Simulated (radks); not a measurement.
Coulomb parameter of the 4d shell of the cadmium ion Cd3+ in the model configuration [Kr] 4d7.5 5s1.5, as a second difference U = [E(n + 0.5) + E(n - 0.5) - 2 E(n)] / (0.5)^2 with all orbitals relaxed. "Bare": the charge of the atom changes with n. "Screened": the 5s shell takes up the change at fixed total charge, which measures U(4d,4d) + U(5s,5s) - 2 U(4d,5s). Method: scalar-relativistic Kohn-Sham, PBE, spin-unpolarised, spherical densities, point nucleus; computed with a radial shooting solver on a logarithmic mesh with Libxc functionals. Estimate both.

Answer. U(bare) = 16.558 eV, U(screened by 5s) = 2.799 eV, against the Slater integral F0(4d,4d) = 21.350 eV with frozen orbitals.
